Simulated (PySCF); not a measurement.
H4O4Ti, charge -1, doublet, at the geometry of the source list (the multiplicity is a formal guess) (in this run its highest filled SCF level lies above zero, so its values depend strongly on the basis, on diffuse functions most of all); DF-BLYP/6-31G in PySCF.

The PySCF input:
```python
from pyscf import gto, scf, dft

mol = gto.Mole()
mol.atom = '''
    Ti    0.020000   -0.090800   -0.042500
    O     1.362500   -0.374600   -1.084900
    H     2.292900   -0.178900   -1.208000
    O     0.504000    0.050400    1.609400
    H     0.566300    0.831900    2.166700
    O    -0.727600    1.423000   -0.469100
    H    -1.265900    1.554000   -1.256200
    O    -1.175500   -1.344500   -0.207200
    H    -1.576600   -1.870500    0.491700
'''
mol.basis = '6-31g'
mol.charge = -1
mol.spin = 1
mol.verbose = 4
mol.build()

mf = dft.UKS(mol)
mf.xc = 'blyp'
mf = mf.density_fit(auxbasis='def2-universal-jkfit')
mf.kernel()
mf.analyze()
```

**Question.** Predict the main parts of the log of this PySCF run.

**Answer.** 
```
PySCF version 2.14.0

[INPUT] verbose = 4
[INPUT] num. atoms = 9
[INPUT] num. electrons = 59
[INPUT] charge = -1
[INPUT] spin (= nelec alpha-beta = 2S) = 1
[INPUT] symmetry False subgroup None
[INPUT] Mole.unit = angstrom
[INPUT] Symbol           X                Y                Z      unit          X                Y                Z       unit  Magmom
[INPUT]  1 Ti     0.020000000000  -0.090800000000  -0.042500000000 AA    0.037794522491  -0.171587132111  -0.080313360294 Bohr   0.0
[INPUT]  2 O      1.362500000000  -0.374600000000  -1.084900000000 AA    2.574751844720  -0.707891406262  -2.050163872541 Bohr   0.0
[INPUT]  3 H      2.292900000000  -0.178900000000  -1.208000000000 AA    4.332953031015  -0.338072003685  -2.282789158475 Bohr   0.0
[INPUT]  4 O      0.504000000000   0.050400000000   1.609400000000 AA    0.952421966781   0.095242196678   3.041325224875 Bohr   0.0
[INPUT]  5 H      0.566300000000   0.831900000000   2.166700000000 AA    1.070151904341   1.572063163026   4.094469594095 Bohr   0.0
[INPUT]  6 O     -0.727600000000   1.423000000000  -0.469100000000 AA   -1.374964728234   2.689080275256  -0.886470525033 Bohr   0.0
[INPUT]  7 H     -1.265900000000   1.554000000000  -1.256200000000 AA   -2.392204301087   2.936634397574  -2.373873957679 Bohr   0.0
[INPUT]  8 O     -1.175500000000  -1.344500000000  -0.207200000000 AA   -2.221373059426  -2.540736774478  -0.391551253010 Bohr   0.0
[INPUT]  9 H     -1.576600000000  -1.870500000000   0.491700000000 AA   -2.979342207989  -3.534732715999   0.929178335449 Bohr   0.0

nuclear repulsion = 339.004350999513
number of shells = 39
number of NR pGTOs = 194
number of NR cGTOs = 71
basis = 6-31g
ecp = {}

******** <class 'pyscf.df.df_jk.DFUKS'> ********
method = DFUKS
initial guess = minao
damping factor = 0
level_shift factor = 0
DIIS = <class 'pyscf.scf.diis.CDIIS'>
diis_start_cycle = 1
diis_space = 8
diis_damp = 0
SCF conv_tol = 1e-09
SCF conv_tol_grad = None
SCF max_cycles = 50
direct_scf = False
number electrons alpha = 30  beta = 29
XC library pyscf.dft.libxc version 7.1.2
    S. Lehtola, C. Steigemann, M. J. T. Oliveira, and M. A. L. Marques,  SoftwareX 7, 1–5 (2018)
XC functionals = blyp
    A. D. Becke,  Phys. Rev. A 38, 3098 (1988)
    C. Lee, W. Yang, and R. G. Parr,  Phys. Rev. B 37, 785 (1988)
    B. Miehlich, A. Savin, H. Stoll, and H. Preuss,  Chem. Phys. Lett. 157, 200 (1989)
radial grids:
    Treutler-Ahlrichs [JCP 102, 346 (1995); DOI:10.1063/1.469408] (M4) radial grids

becke partition: Becke, JCP 88, 2547 (1988); DOI:10.1063/1.454033
pruning grids: <function nwchem_prune>
grids dens level: 3
symmetrized grids: False
atomic radii adjust function: <function treutler_atomic_radii_adjust>
small_rho_cutoff = 0
Set gradient conv threshold to 3.16228e-05
tot grids = 116464
init E= -1153.08280879385

cycle= 1 E= -1152.04124115418  delta_E= 1.04  |g|=  1.3  |ddm|= 2.19
cycle= 2 E= -1144.13490421241  delta_E= 7.91  |g|= 3.46  |ddm|= 10.4
cycle= 3 E= -1152.65014734134  delta_E= -8.52  |g|= 0.403  |ddm|= 10.2

cycle= 4 E= -1152.54380671272  delta_E= 0.106  |g|= 0.626  |ddm|= 3.33
cycle= 5 E= -1152.7613641465  delta_E= -0.218  |g|= 0.143  |ddm|= 1.39
cycle= 6 E= -1152.76719273229  delta_E= -0.00583  |g|= 0.0865  |ddm|= 0.424
cycle= 7 E= -1152.77081320479  delta_E= -0.00362  |g|= 0.0477  |ddm|= 0.273
cycle= 8 E= -1152.77180325916  delta_E= -0.00099  |g|= 0.0248  |ddm|= 0.345
cycle= 9 E= -1152.77202039747  delta_E= -0.000217  |g|= 0.0159  |ddm|= 0.242
cycle= 10 E= -1152.77213378743  delta_E= -0.000113  |g|= 0.00661  |ddm|= 0.0984
cycle= 11 E= -1152.7721699215  delta_E= -3.61e-05  |g|= 0.00231  |ddm|= 0.0897
cycle= 12 E= -1152.77217412013  delta_E= -4.2e-06  |g|= 0.000961  |ddm|= 0.0236
cycle= 13 E= -1152.77217466751  delta_E= -5.47e-07  |g|= 0.000373  |ddm|= 0.00852
cycle= 14 E= -1152.77217476232  delta_E= -9.48e-08  |g|= 0.000179  |ddm|= 0.00568
cycle= 15 E= -1152.77217479544  delta_E= -3.31e-08  |g|= 7.67e-05  |ddm|= 0.00324
cycle= 16 E= -1152.77217480164  delta_E= -6.2e-09  |g|= 1.82e-05  |ddm|= 0.000904
cycle= 17 E= -1152.77217480187  delta_E= -2.31e-10  |g|= 1.23e-05  |ddm|= 0.000454
Extra cycle  E= -1152.77217480035  delta_E= 1.51e-09  |g|= 3.97e-05  |ddm|= 0.000702
converged SCF energy = -1152.77217480035  <S^2> = 0.75008887  2S+1 = 2.0000889
**** SCF Summaries ****
Total Energy =                       -1152.772174800353469
Nuclear Repulsion Energy =             339.004350999512553
One-electron Energy =                -2267.921733586762912
Two-electron Energy =                  776.145207786896890
Two-electron Coulomb Energy =          854.402147700015576
DFT Exchange-Correlation Energy =      -78.256939913118657
**** MO energy ****
                             alpha | beta                alpha | beta
MO #1   energy= -177.584280279918  | -177.584200888337  occ= 1 | 1
MO #2   energy= -19.313093694912   | -19.3129648000088  occ= 1 | 1
MO #3   energy= -18.6121388976511  | -18.6112695132122  occ= 1 | 1
MO #4   energy= -18.6084383344819  | -18.6079046502189  occ= 1 | 1
MO #5   energy= -18.6067079213744  | -18.6061787107027  occ= 1 | 1
MO #6   energy= -18.6059572307206  | -18.6051796658631  occ= 1 | 1
MO #7   energy= -16.1072655555589  | -16.1071408200282  occ= 1 | 1
MO #8   energy= -16.1065752384389  | -16.1064794418844  occ= 1 | 1
MO #9   energy= -16.1050196700768  | -16.1049008756837  occ= 1 | 1
MO #10  energy= -2.05189572161221  | -2.05152681329142  occ= 1 | 1
MO #11  energy= -1.22117500142449  | -1.22088668494762  occ= 1 | 1
MO #12  energy= -1.21716934817393  | -1.21689860583858  occ= 1 | 1
MO #13  energy= -1.21559440104183  | -1.21505008144662  occ= 1 | 1
MO #14  energy= -0.708216742213309 | -0.706564774828774 occ= 1 | 1
MO #15  energy= -0.6979564656929   | -0.696167797843881 occ= 1 | 1
MO #16  energy= -0.695814483018808 | -0.694089230344879 occ= 1 | 1
MO #17  energy= -0.693806877786816 | -0.692408337272979 occ= 1 | 1
MO #18  energy= -0.263152760847504 | -0.262045554022745 occ= 1 | 1
MO #19  energy= -0.260052786554321 | -0.25860113825661  occ= 1 | 1
MO #20  energy= -0.2539281258524   | -0.252751295509016 occ= 1 | 1
MO #21  energy= -0.24634600898926  | -0.244758819961292 occ= 1 | 1
MO #22  energy= -0.13148388399129  | -0.13048639131523  occ= 1 | 1
MO #23  energy= -0.129678794150891 | -0.128742204855737 occ= 1 | 1
MO #24  energy= -0.118260360044194 | -0.117060788655661 occ= 1 | 1
MO #25  energy= -0.103485260222079 | -0.102225755730608 occ= 1 | 1
MO #26  energy= -0.102593694323898 | -0.101322880686242 occ= 1 | 1
MO #27  energy= -0.0829292146451572 | -0.081773993552726 occ= 1 | 1
MO #28  energy= -0.0754383035996866 | -0.0744494460801965 occ= 1 | 1
MO #29  energy= -0.0645572873511537 | -0.0634959422266401 occ= 1 | 1
MO #30  energy= 0.111683167307022  | 0.119465137006679  occ= 1 | 0
MO #31  energy= 0.119702091195641  | 0.122608617812572  occ= 0 | 0
MO #32  energy= 0.123592932991407  | 0.129557974354374  occ= 0 | 0
MO #33  energy= 0.135535564638583  | 0.14078848550259   occ= 0 | 0
MO #34  energy= 0.141604136952447  | 0.144421485976504  occ= 0 | 0
MO #35  energy= 0.144955073772769  | 0.15015350898092   occ= 0 | 0
MO #36  energy= 0.180069454799112  | 0.18210714255217   occ= 0 | 0
MO #37  energy= 0.185977611330344  | 0.187445833723138  occ= 0 | 0
MO #38  energy= 0.191354019559776  | 0.193292902072792  occ= 0 | 0

To work with the spin densities directly, `use mulliken_meta_spin()` only printing them here.

 ** Mulliken spin pop alpha/beta on meta-lowdin orthogonal AOs **
 ** Mulliken Spin Density (per AO)  **
spin_pop of  0 Ti 1s        0.00000
spin_pop of  0 Ti 2s        0.00000
spin_pop of  0 Ti 3s        0.00000
spin_pop of  0 Ti 4s        0.41021
spin_pop of  0 Ti 5s        0.25474
spin_pop of  0 Ti 2px      -0.00000
spin_pop of  0 Ti 2py      -0.00000
spin_pop of  0 Ti 2pz      -0.00000
spin_pop of  0 Ti 3px      -0.00000
spin_pop of  0 Ti 3py       0.00000
spin_pop of  0 Ti 3pz       0.00000
spin_pop of  0 Ti 4px       0.00054
spin_pop of  0 Ti 4py       0.00192
spin_pop of  0 Ti 4pz       0.00144
spin_pop of  0 Ti 5px       0.00069
spin_pop of  0 Ti 5py       0.01499
spin_pop of  0 Ti 5pz       0.00988
spin_pop of  0 Ti 3dxy      0.00020
spin_pop of  0 Ti 3dyz      0.00275
spin_pop of  0 Ti 3dz^2    -0.00070
spin_pop of  0 Ti 3dxz     -0.00050
spin_pop of  0 Ti 3dx2-y2    0.00342
spin_pop of  0 Ti 4dxy      0.00003
spin_pop of  0 Ti 4dyz      0.00000
spin_pop of  0 Ti 4dz^2     0.00000
spin_pop of  0 Ti 4dxz      0.00001
spin_pop of  0 Ti 4dx2-y2    0.00003
spin_pop of  1 O 1s        0.00000
spin_pop of  1 O 2s        0.02507
spin_pop of  1 O 3s        0.00743
spin_pop of  1 O 2px       0.00090
spin_pop of  1 O 2py      -0.00050
spin_pop of  1 O 2pz       0.00005
spin_pop of  1 O 3px       0.00130
spin_pop of  1 O 3py       0.00002
spin_pop of  1 O 3pz       0.00053
spin_pop of  2 H 1s        0.02302
spin_pop of  2 H 2s        0.00402
spin_pop of  3 O 1s        0.00000
spin_pop of  3 O 2s        0.03305
spin_pop of  3 O 3s        0.00729
spin_pop of  3 O 2px       0.00035
spin_pop of  3 O 2py       0.00576
spin_pop of  3 O 2pz      -0.00008
spin_pop of  3 O 3px       0.00024
spin_pop of  3 O 3py       0.00011
spin_pop of  3 O 3pz       0.00179
spin_pop of  4 H 1s        0.03986
spin_pop of  4 H 2s        0.00732
spin_pop of  5 O 1s        0.00000
spin_pop of  5 O 2s        0.03335
spin_pop of  5 O 3s        0.00666
spin_pop of  5 O 2px       0.00023
spin_pop of  5 O 2py       0.00064
spin_pop of  5 O 2pz      -0.00028
spin_pop of  5 O 3px       0.00026
spin_pop of  5 O 3py       0.00253
spin_pop of  5 O 3pz       0.00003
spin_pop of  6 H 1s        0.03390
spin_pop of  6 H 2s        0.00382
spin_pop of  7 O 1s        0.00000
spin_pop of  7 O 2s        0.02526
spin_pop of  7 O 3s        0.00767
spin_pop of  7 O 2px      -0.00041
spin_pop of  7 O 2py       0.00100
spin_pop of  7 O 2pz       0.00030
spin_pop of  7 O 3px       0.00138
spin_pop of  7 O 3py       0.00083
spin_pop of  7 O 3pz       0.00001
spin_pop of  8 H 1s        0.02303
spin_pop of  8 H 2s        0.00262
 ** Mulliken Spin Density (per atom)  **
spin density of  0 Ti =      0.69965
spin density of  1 O =      0.03482
spin density of  2 H =      0.02704
spin density of  3 O =      0.04851
spin density of  4 H =      0.04717
spin density of  5 O =      0.04342
spin density of  6 H =      0.03772
spin density of  7 O =      0.03603
spin density of  8 H =      0.02565
 ** Mulliken pop alpha/beta on meta-lowdin orthogonal AOs **
 ** Mulliken pop       alpha | beta **
In total            30.00000 | 29.00000
 ** Mulliken atomic charges   ( Nelec_alpha | Nelec_beta ) **
charge of  0Ti =      0.51156  (    11.09405     10.39439 )
charge of  1O =     -0.67160  (     4.35321      4.31839 )
charge of  2H =      0.29223  (     0.36740      0.34036 )
charge of  3O =     -0.65326  (     4.35088      4.30237 )
charge of  4H =      0.28247  (     0.38235      0.33518 )
charge of  5O =     -0.66074  (     4.35208      4.30866 )
charge of  6H =      0.28099  (     0.37836      0.34065 )
charge of  7O =     -0.67294  (     4.35448      4.31845 )
charge of  8H =      0.29128  (     0.36718      0.34154 )

WARN: System has nonzero charge -1; the dipole moment is origin-dependent.
Location of origin: [0. 0. 0.]

Dipole moment(X, Y, Z, Debye):  0.02248, -0.67071, -0.65144
```
